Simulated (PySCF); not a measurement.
**Radial density of Pb⁴⁴⁺ (lead, charge +44)**

M06-2X, [Kr] 4d2, high-spin 3F determinant. All numbers are calculated (PySCF 2.14, the spin-free X2C one-electron Hamiltonian (Gaussian nucleus), in an even-tempered Gaussian basis (18 s from 5.2 bohr⁻², ratio 2.5; 14 p from 6.7 bohr⁻², ratio 2.5; 8 d from 6.7 bohr⁻², ratio 2.5; 4 f from 27 bohr⁻², ratio 2.7; 3 g from 41 bohr⁻², ratio 2.7)).

```
r (bohr)  4πr²ρ (e/bohr)  4πr²(ρα − ρβ)
  0.0149           108.6         0.0036
  0.0251           107.0         0.0565
  0.0422           150.8         0.4845
  0.0710           126.9         2.1350
   0.119           133.1         2.5741
   0.201           83.24         0.2533
   0.338           44.39         7.4247
   0.568           7.221         1.4470
   0.956         0.02138         0.0066
```

Densities and radii are taken from the X2C orbitals without a picture-change correction, which distorts them close to the nucleus.

Spin-orbit coupling is strong in this species (close to jj coupling), so the high-spin LS determinant is a model state, not a physical level.
